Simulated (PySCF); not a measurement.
Members of one series of related molecules.

All values: CAM-B3LYP/def2-SVPD (PySCF) at GFN2-xTB geometries, gas phase, one conformer each. Core orbitals are frozen in the response; Δα² is half the sum of the squared differences of the principal polarisabilities.

(1) Rank by mean static polarisability, highest first.
A. `O=CC#CC#C[SiH2]S[SiH3]`
B. `C(C#C[SiH2]O)#CC=O`
C. `N[SiH2]C#CC#CC=O`
D. `O=CC#CC#C[SiH2]S`
E. `O=CC#CC#C[SiH2]Cl`
F. `O=CC#CC#C[SiH2]NC`

(2) Rank by polarisability anisotropy Δα, highest first.
A. `O=CC#CC#C[SiH2]F`
B. `[O:1]=[CH:2][C:3]#[C:4][C:5]#[C:6][SiH2:7][NH:8][CH:9]=[O:10]` with C6–Si7–N8–C9 180°, Si7–N8–C9–O10 0°
C. `O=CC#CC#C[SiH2]Cl`
D. `C[SiH2]C#CC#CC=O`
E. `[CH3:1][NH:2][SiH2:3][C:4]#[C:5][C:6]#[C:7][CH:8]=[O:9]` with C1–N2–Si3–C4 175°
F. `O=CC#CC#C[SiH3]`

(3) Rank by HOMO energy, lowest first.
A. `N[SiH2]C#CC#CC=O`
B. `O=CC#CC#C[SiH2]S[SiH3]`
C. `CN[SiH2]C#CC#CC=O`
D. `O=CC#CC#C[SiH3]`
E. `[SiH2](F)C#CC#CC=O`
F. `O=CC#CC#C[SiH2]NC=O`

Results:

(1) A (22.50 Å³), D (18.71 Å³), F (18.38 Å³), E (17.15 Å³), C (16.57 Å³), B (15.62 Å³).

(2) B (21.47 Å³), E (19.97 Å³), C (19.51 Å³), D (19.28 Å³), F (18.96 Å³), A (18.57 Å³).

(3) E (-9.52 eV), F (-9.35 eV), D (-9.19 eV), A (-9.04 eV), B (-8.85 eV), C (-8.55 eV).

All values together:

```json
{"SMILES": "O=CC#CC#C[SiH3]", "change": "parent", "formula": "C5H4OSi", "μ (D)": "3.83", "HOMO (eV)": "-9.19", "LUMO (eV)": "-1.78", "α (Å³)": "15.38", "Δα (Å³)": "18.96", "electrons": "56", "α per electron (Å³)": "0.275"}
{"SMILES": "O=CC#CC#C[SiH2]F", "change": "H on Si replaced by F", "formula": "C5H3FOSi", "μ (D)": "1.96", "HOMO (eV)": "-9.52", "LUMO (eV)": "-1.98", "α (Å³)": "14.87", "Δα (Å³)": "18.57", "electrons": "64", "α per electron (Å³)": "0.232"}
{"SMILES": "CN[SiH2]C#CC#CC=O", "change": "H on Si replaced by NHCH3", "formula": "C6H7NOSi", "μ (D)": "3.94", "HOMO (eV)": "-8.55", "LUMO (eV)": "-1.69", "α (Å³)": "18.38", "Δα (Å³)": "19.97", "electrons": "72", "α per electron (Å³)": "0.255"}
{"SMILES": "C[SiH2]C#CC#CC=O", "change": "H on Si replaced by CH3", "formula": "C6H6OSi", "μ (D)": "3.96", "HOMO (eV)": "-9.09", "LUMO (eV)": "-1.71", "α (Å³)": "17.28", "Δα (Å³)": "19.28", "electrons": "64", "α per electron (Å³)": "0.270"}
{"SMILES": "O=CC#CC#C[SiH2]S", "change": "H on Si replaced by SH", "formula": "C5H4OSSi", "μ (D)": "2.44", "HOMO (eV)": "-9.00", "LUMO (eV)": "-1.94", "α (Å³)": "18.71", "Δα (Å³)": "20.07", "electrons": "72", "α per electron (Å³)": "0.260"}
{"SMILES": "O=CC#CC#C[SiH2]O", "change": "H on Si replaced by OH", "formula": "C5H4O2Si", "μ (D)": "2.59", "HOMO (eV)": "-9.27", "LUMO (eV)": "-1.84", "α (Å³)": "15.62", "Δα (Å³)": "18.68", "electrons": "64", "α per electron (Å³)": "0.244"}
{"SMILES": "O=CC#CC#C[SiH2]NC=O", "change": "H on Si replaced by NHCHO", "formula": "C6H5NO2Si", "μ (D)": "0.27", "HOMO (eV)": "-9.35", "LUMO (eV)": "-1.90", "α (Å³)": "18.57", "Δα (Å³)": "21.47", "electrons": "78", "α per electron (Å³)": "0.238"}
{"SMILES": "O=CC#CC#C[SiH2]S[SiH3]", "change": "H on Si replaced by SSiH3", "formula": "C5H6OSSi2", "μ (D)": "2.39", "HOMO (eV)": "-8.85", "LUMO (eV)": "-1.92", "α (Å³)": "22.50", "Δα (Å³)": "18.76", "electrons": "88", "α per electron (Å³)": "0.256"}
{"SMILES": "N[SiH2]C#CC#CC=O", "change": "H on Si replaced by NH2", "formula": "C5H5NOSi", "μ (D)": "3.14", "HOMO (eV)": "-9.04", "LUMO (eV)": "-1.70", "α (Å³)": "16.57", "Δα (Å³)": "19.43", "electrons": "64", "α per electron (Å³)": "0.259"}
{"SMILES": "O=CC#CC#C[SiH2]Cl", "change": "H on Si replaced by Cl", "formula": "C5H3ClOSi", "μ (D)": "2.48", "HOMO (eV)": "-9.43", "LUMO (eV)": "-1.93", "α (Å³)": "17.15", "Δα (Å³)": "19.51", "electrons": "72", "α per electron (Å³)": "0.238"}
```

Conformers: `[CH3:1][NH:2][SiH2:3][C:4]#[C:5][C:6]#[C:7][CH:8]=[O:9]` with C1–N2–Si3–C4 175°; `[O:1]=[CH:2][C:3]#[C:4][C:5]#[C:6][SiH2:7][SH:8]` with C6–Si7–S8–H -60°; `[O:1]=[CH:2][C:3]#[C:4][C:5]#[C:6][SiH2:7][OH:8]` with C6–Si7–O8–H 56°; `[O:1]=[CH:2][C:3]#[C:4][C:5]#[C:6][SiH2:7][NH:8][CH:9]=[O:10]` with C6–Si7–N8–C9 180°, Si7–N8–C9–O10 0°; `[O:1]=[CH:2][C:3]#[C:4][C:5]#[C:6][SiH2:7][S:8][SiH3:9]` with C6–Si7–S8–Si9 -62°; `[NH2:1][SiH2:2][C:3]#[C:4][C:5]#[C:6][CH:7]=[O:8]` with H–N1–Si2–C3 71° and -70°.

**Question.** Give the shifts from the parent, `O=CC#CC#C[SiH3]`.

**Answer.** 
| SMILES | change in μ (D) | change in HOMO (eV) | change in LUMO (eV) | change in mean α (Å³) |
| --- | --- | --- | --- | --- |
| O=CC#CC#C[SiH2]F | -1.87 | -0.33 | -0.20 | -0.51 |
| CN[SiH2]C#CC#CC=O | +0.11 | +0.64 | +0.09 | +3.00 |
| C[SiH2]C#CC#CC=O | +0.13 | +0.10 | +0.07 | +1.90 |
| O=CC#CC#C[SiH2]S | -1.39 | +0.19 | -0.16 | +3.33 |
| O=CC#CC#C[SiH2]O | -1.24 | -0.08 | -0.06 | +0.24 |
| O=CC#CC#C[SiH2]NC=O | -3.56 | -0.16 | -0.12 | +3.19 |
| O=CC#CC#C[SiH2]S[SiH3] | -1.44 | +0.34 | -0.14 | +7.12 |
| N[SiH2]C#CC#CC=O | -0.69 | +0.15 | +0.08 | +1.19 |
| O=CC#CC#C[SiH2]Cl | -1.35 | -0.24 | -0.15 | +1.77 |

**Question.** How closely does the mean polarisability follow the number of electrons in this set?

**Answer.** The correlation coefficient is 0.92; α per electron runs from 0.232 to 0.275 Å³.
